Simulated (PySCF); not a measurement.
Compound: B2Cl2F2H2Si.
Bonds: F1–B2, B2–F3, B2–Si4, Si4–B5, B5–Cl6, B5–Cl7. Hydrogens: H8, H9 on Si4.

Computed by this run: PySCF, PBE0-D3(BJ)/def2-SVP geometry optimisation, gas phase; density fitting, grid level 1; the optimiser is geomeTRIC in internal coordinates, started from a GFN2-xTB structure with every atom displaced at random (about 0.01 Å).

Step 0: E = -39712.8979 eV
```
atom  x, y, z in Å  |  force x, y, z in eV/Å
F1     -2.1766    0.9287   -0.8259   -0.680   1.779  -0.233
B2     -1.4904   -0.0678   -0.3880    0.232  -1.252  -0.298
F3     -1.8992   -1.2135   -0.9115    0.387  -0.460   0.346
Si4     0.1000    0.1276    0.8440   -0.541  -0.192   0.436
B5      1.7367    0.4252   -0.2237    0.151   0.179  -0.043
Cl6     2.2509    2.0207   -0.6420    0.054   0.612  -0.107
Cl7     2.6947   -0.8845   -0.7916    0.351  -0.717  -0.234
H8     -0.1463    1.2387    1.7822   -0.063   0.454   0.099
H9      0.1946   -1.0696    1.7057    0.109  -0.403   0.033
```

Step 1: E = -39713.0183 eV
```
atom  x, y, z in Å  |  force x, y, z in eV/Å
F1     -2.1224    1.0007   -0.8349    0.186  -0.471   0.099
B2     -1.4416   -0.0590   -0.4066   -0.038   0.440  -0.008
F3     -1.7196   -1.2259   -0.9490   -0.132   0.030  -0.087
Si4     0.0635    0.1243    0.9526    0.144   0.048  -0.230
B5      1.7050    0.4162   -0.2197   -0.085  -0.158   0.058
Cl6     2.1558    2.0319   -0.7107    0.024  -0.061   0.008
Cl7     2.6095   -0.9510   -0.8523   -0.115   0.195   0.086
H8     -0.1767    1.3073    1.8325    0.014  -0.035   0.027
H9      0.1909   -1.1390    1.7374    0.002   0.011   0.047
```

**Question.** Estimate the geometry and energy of step 2. (The exact step hangs on the optimiser's Hessian estimate; all steps are aligned on step 1, rigid shifts and turns removed.)

**Answer.** E = -39713.0226 eV, largest force 0.349 eV/Å
```
atom  x, y, z in Å  |  force x, y, z in eV/Å
F1     -2.1401    0.9737   -0.8419    0.158   0.065   0.161
B2     -1.4391   -0.0597   -0.4048   -0.246   0.164  -0.186
F3     -1.7504   -1.2121   -0.9613    0.110  -0.217   0.059
Si4     0.0718    0.1257    0.9459    0.013   0.022  -0.103
B5      1.7020    0.4214   -0.2156    0.028  -0.061   0.005
Cl6     2.1754    2.0291   -0.7060   -0.011   0.010   0.015
Cl7     2.6048   -0.9420   -0.8381   -0.028   0.020   0.017
H8     -0.1653    1.3029    1.8333   -0.018  -0.012   0.018
H9      0.2053   -1.1335    1.7377   -0.007   0.010   0.015
```

The energy changes by -0.0043 eV. The first-order estimate −F·Δx gives -0.0210 eV and the mean of the old and new forces, exact on a quadratic surface, -0.0039 eV. The step makes an angle of 65° with the force vector and moves no atom by more than 0.036 Å.

What follows is the cost of the whole optimisation. The run took 43 s on one thread of an Arm Neoverse V1, shared host with 32 logical CPUs at a one-minute load of 32, and the process peaked at 0.47 GiB of memory.
